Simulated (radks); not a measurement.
Spin polarisation of the 2p4 shell in O. Start: [He] 2s2 2p(up 2, down 2); electrons of 2p are moved from spin down to spin up, other shells keep equal spins. Calculated with a radial shooting solver on a logarithmic mesh with Libxc functionals: non-relativistic Kohn-Sham, PBE, spin-polarised, spherical densities, point nucleus.

| moment (Bohr magnetons) | E - E(0) (eV) | e(2p up) (eV) | e(2p down) (eV) | 2s down minus up (eV) | 1s down minus up (eV) |
|---|---|---|---|---|---|
| 0 | 0.000 | -9.038 | -9.038 | 0.000 | 0.000 |
| 0.5 | -0.095 | -9.397 | -8.639 | 0.805 | 0.310 |
| 1 | -0.379 | -9.716 | -8.199 | 1.613 | 0.620 |
| 1.5 | -0.853 | -9.995 | -7.718 | 2.426 | 0.928 |
| 2 | -1.518 | -10.231 | -7.193 | 3.246 | 1.233 |

At moment 2 the spin-polarisation energy is -1.518 eV and the 2p exchange splitting 3.038 eV, that is 1.519 eV per Bohr magneton; E = -I m^2/4 would give I = 1.518 eV.
